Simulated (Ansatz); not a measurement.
Ansatz (a program for electronic structure) input (B2PLYP/def2-TZVPD):

Ansatz 0.2 input:
```yaml
crystal:
  periodic: [false, false, false]
  atoms:
    - {symbol: B, position_ang: [-0.27022806, -0.66963628, 0.31892411]}
    - {symbol: H, position_ang: [-1.17342216, -1.47140610, 0.40207577]}
    - {symbol: O, position_ang: [0.82618180, -1.03693406, 1.13523972]}
    - {symbol: H, position_ang: [1.52048099, -0.37518832, 1.04024732]}
    - {symbol: P, position_ang: [-0.26875362, 0.85399829, -0.72281691]}
    - {symbol: H, position_ang: [-1.57406871, 0.68027390, -1.27660778]}
basis:
  gaussian:
    orbitals: def2-TZVPD
hamiltonian:
  xc: {name: B2PLYP}
total_charge: -1
magnetization: {spin_polarized: false}
correlation: {electrons: outside_noble_gas}
```

Output:

```
Functional definition: B2PLYP
integrals: 0.14 GiB planned
978 factors; integrals over basis functions are off by at most 1.0e-3 eV
mean field: 0.57 GiB planned
mean field evaluation 1: about -12053.4467 eV, gradient 1.5e1 eV
mean field evaluation 2: about -12053.4472 eV, gradient 1.5e1 eV
mean field evaluation 4: about -12054.2629 eV, gradient 2.1e0 eV
mean field evaluation 8: about -12054.2757 eV, gradient 3.7e-2 eV
mean field evaluation 16: about -12054.2757 eV, gradient 2.0e-5 eV
mean field -12054.27567012 eV, -442.9864601955 hartree, gradient 4.4e-6 eV, S^2 0.000000; 0 other end points of the search recorded, 0 dependent functions left out
7 core orbitals not correlated
reference -12054.27582437 eV, -442.9864658642 hartree; 9, 9 occupied and 131, 131 virtual orbitals, 978 factors
second order -16.95092105 eV of doubles, -0.00000000 eV of singles
Total energy: -12058.85257306 eV, -443.1546582760 hartree
```

It need not be the lowest isomer of its formula. Whether it binds its extra electron was not tested at this geometry.
